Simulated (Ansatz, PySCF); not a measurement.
Mg(OH)(NMe2) (C2H7MgNO), SMILES C[N](C)[Mg][OH].

The structure is a stationary point at PBE0-D3(BJ)/def2-SVP. The structure was generated by enumeration; whether it is a known compound was not checked. Other conformers were not sampled.

Vertical ionisation energy (IE) and electron affinity (EA) in eV. Rows of orbital energies are one-electron estimates. Where ΔSCF, EOM or ADC give a negative EA the extra electron is unbound and the value depends on the basis.

```csv
level,IE,EA
"−ε(HOMO), −ε(LUMO), HF/def2-TZVP (PySCF)",8.47,-1.24
"−ε(HOMO), −ε(LUMO), PBE/def2-TZVP (PySCF)",(withheld),(withheld)
"ΔSCF, CAM-B3LYP/def2-SVPD (Ansatz), final states of multiplicity 2 and 2",7.56,-0.30
"ΔSCF, PBE/def2-SVPD (Ansatz), final states of multiplicity 2 and 2",7.40,-0.08
```

Task: Some entries are withheld; supply them. (An estimate is asked for; the answer gives what the named calculation found.)

Result: 
- −ε(HOMO), −ε(LUMO), PBE/def2-TZVP (PySCF), IE: 4.20
- −ε(HOMO), −ε(LUMO), PBE/def2-TZVP (PySCF), EA: 1.70

Task: What vertical singlet–triplet gap does ΔSCF give with CAM-B3LYP/def2-SVPD (Ansatz, an electronic-structure program) and with PBE/def2-SVPD (Ansatz)? (The exact figures need the calculation; the answer reports its results.)

Result: 3.31 and 2.99 eV (triplet above singlet where positive).
